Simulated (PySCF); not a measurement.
Several orderings of computed values.

Species are written as SMILES; each is one conformer at its optimised geometry, gas phase, non-relativistic unless stated; the electronic structure was computed with PySCF and density fitting.

Dipoles, sizes and rotational constants follow the conformer. The torsions of the flexible species, by atom-mapped SMILES:
- `[CH3:1][O:2][C@@H:3]1[Si@@H:4]([S:5][CH3:6])[C@@:7]1([CH3:8])[CH:9]=[O:10]`: C1–O2–C3–Si4 -85°, C3–Si4–S5–C6 117°, Si4–C7–C9–O10 -117°
- `[CH3:1][CH2:2][O:3][CH2:4][C:5]([F:6])([F:7])[O:8][CH3:9]`: C1–C2–O3–C4 -166°, C2–O3–C4–C5 -68°, O3–C4–C5–F6 79°, C4–C5–O8–C9 180°
- `[F:1][C:2]([F:3])([F:4])[c:5]1[n:6][c:7]([Cl:8])[cH:9][nH:10]1`: F1–C2–C5–N6 180°
- `[CH2:1]=[C:2]([F:3])[Si:4]1([CH:5]([F:6])[F:7])[SiH2:8][O:9][SiH2:10]1`: C1–C2–Si4–C5 0°, C2–Si4–C5–F6 58°
- `[cH:1]1[cH:2][s:3][c:4](-[c:5]2[cH:6][cH:7][o:8][cH:9]2)[cH:10]1`: S3–C4–C5–C6 180°
- `[F:1][C@H:2]([Cl:3])[CH:4]=[C:5]1[CH2:6][SiH:7]([F:8])[CH2:9]1`: F1–C2–C4–C5 -155°
- `[CH3:1][O:2][C@@H:3]([F:4])[C@H:5]([CH2:6][F:7])[O:8][CH3:9]`: C1–O2–C3–F4 66°, O2–C3–C5–C6 -79°, C3–C5–C6–F7 157°, C3–C5–O8–C9 -168°
- `[CH2:1]1[CH2:2][CH:3]1[O:4][CH:5]1[CH2:6][SiH2:7][CH2:8]1`: C2–C3–O4–C5 -92°, C3–O4–C5–C6 -168°
- `[CH3:1][CH2:2]/[C:3]([O-:4])=[CH:5]/[Cl:6]`: C1–C2–C3–O4 -79°
- `[CH3:1][CH:2][O:3][CH2:4][CH3:5]`: C1–C2–O3–C4 172°, C2–O3–C4–C5 -179°

The conformers of `C=C(COC)[SiH2]OC(C)=S` and `CCO[SiH]1CC=CC1` aren't listed.

Problem. Rank by dipole moment, lowest first (PBE0/pcSseg-1 at GFN2-xTB geometries).
A. `CO[C@@H]1[Si@@H](SC)[C@@]1(C)C=O`
B. `FC(F)(F)c1nc(Cl)c[nH]1`
C. `CCOCC(F)(F)OC`
D. `C=C(F)[Si]1(C(F)F)[SiH2]O[SiH2]1`
E. `c1csc(-c2ccoc2)c1`

Solution. E (0.99 D), D (1.19 D), C (1.57 D), A (3.00 D), B (4.64 D).

Problem. Rank by HOMO energy, lowest first (PBE0/pcSseg-1 at GFN2-xTB geometries).
A. `FC(F)(F)c1nc(Cl)c[nH]1`
B. `C=C(COC)[SiH2]OC(C)=S`
C. `C=C(F)[Si]1(C(F)F)[SiH2]O[SiH2]1`
D. `CCO[SiH]1CC=CC1`
E. `c1csc(-c2ccoc2)c1`
F. `CO[C@@H]1[Si@@H](SC)[C@@]1(C)C=O`
G. `CCOCC(F)(F)OC`

Solution. G (-7.65 eV), C (-7.54 eV), A (-7.33 eV), D (-6.94 eV), F (-6.62 eV), B (-6.47 eV), E (-6.10 eV).

Problem. Give the two extremes of that set in hartree.

Solution. `CCOCC(F)(F)OC`: -0.281 Eh; `c1csc(-c2ccoc2)c1`: -0.224 Eh.

Problem. Rank by smallest rotational constant, lowest first (GFN2-xTB).
A. `O(CC)[CH]C` [radical]
B. `CO[C@@H]1[Si@@H](SC)[C@@]1(C)C=O`
C. `c1csc(-c2ccoc2)c1`
D. `C1CC1OC1C[SiH2]C1`
E. `F[C@H](Cl)C=C1C[SiH](F)C1`
F. `CC/C([O-])=C/Cl`
G. `F[C@H](OC)[C@@H](OC)CF`

Solution. E (0.446 GHz), B (0.529 GHz), C (0.614 GHz), D (0.774 GHz), G (0.832 GHz), F (1.286 GHz), A (2.106 GHz).

Problem. By how much do the two ends of that ranking differ?

Solution. By 1.660 GHz, between `C[CH]OCC` [doublet state] and `F[C@H](Cl)C=C1C[SiH](F)C1`.

Problem. Rank by HOMO–LUMO gap, highest first (PBE0/pcSseg-1 at GFN2-xTB geometries).
A. `CCO[SiH]1CC=CC1`
B. `CO[C@@H](F)[C@H](CF)OC`
C. `C1[SiH2]CC1OC1CC1`
D. `c1csc(-c2ccoc2)c1`
E. `CO[C@@H]1[Si@@H](SC)[C@@]1(C)C=O`

Solution. B (9.21 eV), A (7.78 eV), C (7.44 eV), E (5.57 eV), D (5.14 eV).
